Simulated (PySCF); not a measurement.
Can point charges reproduce the dipole moment of `O=C1CSC[C@@H]1F`?

Coordinates (GFN2-xTB, Å) and charges (e) from the PBE0/pcSseg-1 density (PySCF):

```
atom       x       y       z  Mulliken      IAO  Hirshfeld  ESP-fitted
  O1   1.359   1.807  -0.441   -0.3133  -0.3635    -0.2131     -0.4610
  C2   0.779   0.805  -0.149   +0.2071  +0.3775    +0.1623     +0.5795
  C3   1.369  -0.583  -0.240   -0.3174  -0.4175    -0.0845     -0.4113
  S4   0.147  -1.769   0.392   -0.0118  +0.0785    -0.0008     -0.1390
  C5  -1.228  -0.627   0.051   -0.3120  -0.3624    -0.0828     -0.4331
  C6  -0.665   0.747   0.367   +0.1886  +0.1242    +0.0504     +0.2070
  F7  -1.424   1.741  -0.192   -0.3107  -0.3048    -0.1066     -0.2338
  H8   2.287  -0.656   0.341   +0.1898  +0.1885    +0.0619     +0.1977
  H9   1.603  -0.810  -1.283   +0.1923  +0.1806    +0.0567     +0.1992
 H10  -2.072  -0.899   0.679   +0.1754  +0.1737    +0.0579     +0.2317
 H11  -1.512  -0.691  -1.001   +0.1696  +0.1605    +0.0448     +0.1980
 H12  -0.642   0.933   1.451   +0.1424  +0.1648    +0.0538     +0.0652
```

Task: Compute μ = Σ q r for each scheme (1 e·Å = 4.803 D) and compare with the dipole of the full density.

Result: The full density gives (-0.37, -2.07, 0.59) D, 2.18 D in size; dipole vectors point from the negative to the positive end.

```json
{"scheme": "Mulliken", "μx": "0.15", "μy": "-3.94", "μz": "1.28", "size (D)": "4.15", "share of the full size (%)": "190", "angle to the full dipole (°)": "12"}
{"scheme": "IAO", "μx": "0.23", "μy": "-4.05", "μz": "1.68", "size (D)": "4.39", "share of the full size (%)": "201", "angle to the full dipole (°)": "14"}
{"scheme": "Hirshfeld", "μx": "-0.23", "μy": "-2.01", "μz": "0.70", "size (D)": "2.14", "share of the full size (%)": "98", "angle to the full dipole (°)": "5"}
{"scheme": "ESP-fitted", "μx": "-0.39", "μy": "-2.10", "μz": "0.60", "size (D)": "2.22", "share of the full size (%)": "102", "angle to the full dipole (°)": "0"}
```

Task: Which set comes closest?

Result: Length of the difference vector: ESP-fitted 0.04 D, Hirshfeld 0.18 D, Mulliken 2.06 D, IAO 2.34 D. Closest: ESP-fitted. ESP charges are fitted to the potential around the molecule, whose slowest-falling term is the dipole's. 

Task: What is left for the Hirshfeld atoms' own dipoles?

Result: The Hirshfeld atoms' densities add up to the full density, so μ = Σ q r + Σ (atomic dipoles). The atomic dipoles sum to (-0.37, -2.07, 0.59) − (-0.23, -2.01, 0.70) = (-0.14, -0.06, -0.11) D, 0.18 D in size.

Task: With the origin at the mean of the coordinates, (0.000, 0.000, -0.002) Å, which are the largest single terms, by size, of the Mulliken dipole along the direction of the full one?

Result: O1 +3.10, F7 +2.18, C5 -1.22, H10 +1.17, C2 -0.93 D; all 12 atoms together +4.06 D. The single terms depend on the origin, their sum doesn't.

Task: Give the size of the full dipole in other units.

Result: 2.18 D = 0.859 au = 0.455 e·Å = 7.29 × 10⁻³⁰ C·m.

The structure is a single GFN2-xTB conformer in the gas phase; no vibrational or solvent corrections.

The run behind these numbers computed NMR shieldings as well. On one thread of an x86-64 server (shared host), this took 12 s.
